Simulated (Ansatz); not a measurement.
A CCSD(T) single point on `[Cl][Ga@H-]1[OH+][Ga@H-]([Cl])[OH+]1`.

```yaml
crystal:
  periodic: [false, false, false]
  atoms:
    - {symbol: Cl, position_ang: [1.488093, 0.100437, 2.630269]}
    - {symbol: Ga, position_ang: [1.231020, -0.540481, 0.588890]}
    - {symbol: O, position_ang: [-0.622640, -1.058293, 0.330625]}
    - {symbol: Ga, position_ang: [-1.231028, 0.540396, -0.588384]}
    - {symbol: Cl, position_ang: [-1.490948, -0.099214, -2.629765]}
    - {symbol: O, position_ang: [0.623068, 1.057446, -0.331685]}
    - {symbol: H, position_ang: [2.241771, -1.444787, -0.154945]}
    - {symbol: H, position_ang: [-0.796457, -1.888449, -0.121090]}
    - {symbol: H, position_ang: [-2.240368, 1.444836, 0.157288]}
    - {symbol: H, position_ang: [0.797509, 1.888109, 0.118806]}
basis:
  gaussian: {orbitals: def2-SVP}
correlation: {method: ccsd_t}
```

```sh
$ ansatz run in.yaml --threads 8 --pin off --events-out ev --progress --plain --max-ram 20889MiB
```

The program prints (abridged):

```
Functional definition: HF
1422 factors; integrals over basis functions are off by at most 1.1e-3 eV
mean field evaluation 1: about -133791.5924 eV, gradient 4.4e1 eV
mean field evaluation 2: about -133791.5978 eV, gradient 4.4e1 eV
mean field evaluation 4: about -133795.6856 eV, gradient 3.3e0 eV
mean field evaluation 8: about -133795.7222 eV, gradient 9.2e-5 eV
mean field -133795.72216382 eV, -4916.9020995226 hartree, gradient 1.8e-6 eV, S^2 0.000000; 0 other end points of the search recorded, 0 dependent functions left out
30 core orbitals not correlated: weight in the atoms' cores, before any rotation towards them, 1.000 or more for the frozen orbitals, at most 0.000 for the correlated occupied ones
reference -133795.72216382 eV, -4916.9020995226 hartree; 28, 28 occupied and 90, 90 virtual orbitals, 1422 factors
second order -29.15599306 eV of doubles, -0.00000000 eV of singles
cycle   1  -28.75622842 eV  change    4.0e-1 eV  update   1.3e-1
cycle   2  -29.57781967 eV  change   -8.2e-1 eV  update   3.7e-2
cycle   3  -29.71741609 eV  change   -1.4e-1 eV  update   1.7e-2
cycle   4  -29.70519743 eV  change    1.2e-2 eV  update   3.2e-3
cycle   5  -29.70405346 eV  change    1.1e-3 eV  update   1.2e-3
cycle   6  -29.70413003 eV  change   -7.7e-5 eV  update   3.0e-4
cycle   7  -29.70397476 eV  change    1.6e-4 eV  update   1.1e-4
cycle   8  -29.70393885 eV  change    3.6e-5 eV  update   3.2e-5
perturbative correction -0.76630955 eV, -0.0281613564 hartree
Total energy: -133826.19241221 eV, -4918.0218604976 hartree
```

Hardware: 8 threads of an Intel Xeon on a shared host. Wall time 33 s, peak host memory 1.1 GiB.

Correlation energy per correlated electron: -0.544 eV. T1 diagnostic: 0.0114.
